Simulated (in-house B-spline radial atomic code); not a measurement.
Results of a calculation; reference values are marked as such.
# Weak and strong correlation along the adiabatic connection

Two-electron singlets in several external potentials (atomic units), by full CI in B-splines with partial waves to l = 8 (correlation energies up to 0.6 % small). The repulsion is scaled by λ at fixed density; W(λ) is the mean repulsion less the Hartree energy, W(0) = E_x, and the area under W from 0 to 1 is E_xc.

Relative drop (W(λ) − E_x)/E_x:

```json
{"system": "−V exp(−r²/w²), V = 29.5, w = 2.73", "λ = 0.12": "0.0094", "λ = 0.25": "0.0190", "λ = 0.4": "0.0296", "λ = 0.6": "0.0428", "λ = 0.8": "0.0552", "λ = 1": "0.0666"}
{"system": "−V exp(−r²/w²), V = 7.69, w = 6.38", "λ = 0.12": "0.0205", "λ = 0.25": "0.0405", "λ = 0.4": "0.0611", "λ = 0.6": "0.0850", "λ = 0.8": "0.1057", "λ = 1": "0.1236"}
{"system": "−Z exp(−kr)/r, Z = 8.14, k = 0.913", "λ = 0.12": "0.0023", "λ = 0.25": "0.0048", "λ = 0.4": "0.0076", "λ = 0.6": "0.0113", "λ = 0.8": "0.0150", "λ = 1": "0.0186"}
{"system": "−V exp(−r²/w²), V = 28, w = 5.66", "λ = 0.12": "0.0136", "λ = 0.25": "0.0274", "λ = 0.4": "0.0421", "λ = 0.6": "0.0601", "λ = 0.8": "0.0762", "λ = 1": "0.0909"}
{"system": "−Z/r, Z = 0.94", "λ = 0.12": "0.0502", "λ = 0.25": "0.0912", "λ = 0.4": "0.1275", "λ = 0.6": "0.1644", "λ = 0.8": "0.1925", "λ = 1": "0.2148"}
{"system": "−Z exp(−kr)/r, Z = 3.73, k = 0.926", "λ = 0.12": "0.0057", "λ = 0.25": "0.0118", "λ = 0.4": "0.0185", "λ = 0.6": "0.0271", "λ = 0.8": "0.0354", "λ = 1": "0.0433"}
{"system": "−V exp(−r²/w²), V = 2.43, w = 12.9", "λ = 0.12": "0.0401", "λ = 0.25": "0.0754", "λ = 0.4": "0.1081", "λ = 0.6": "0.1421", "λ = 0.8": "0.1683", "λ = 1": "0.1890"}
```

Q: Order the systems by how far second-order (GL2) theory, half the initial slope (estimated from the first points of each curve), overshoots the correlation energy, least first.
A. −Z exp(−kr)/r, Z = 3.73, k = 0.926
B. −V exp(−r²/w²), V = 2.43, w = 12.9
C. −Z/r, Z = 0.94
D. −Z exp(−kr)/r, Z = 8.14, k = 0.913
E. −V exp(−r²/w²), V = 29.5, w = 2.73
F. −V exp(−r²/w²), V = 7.69, w = 6.38
G. −V exp(−r²/w²), V = 28, w = 5.66

A: D (GL2/E_c = 1.03), A (GL2/E_c = 1.08), E (GL2/E_c = 1.13), G (GL2/E_c = 1.19), F (GL2/E_c = 1.29), B (GL2/E_c = 1.59), C (GL2/E_c = 1.80).

Q: What else changes along this order?

A: The ratio follows the bend of the curve. With it the leading natural occupation goes from 1.999 to 1.845 and −T_c/E_c from 0.97 to 0.59 between the first and the last.
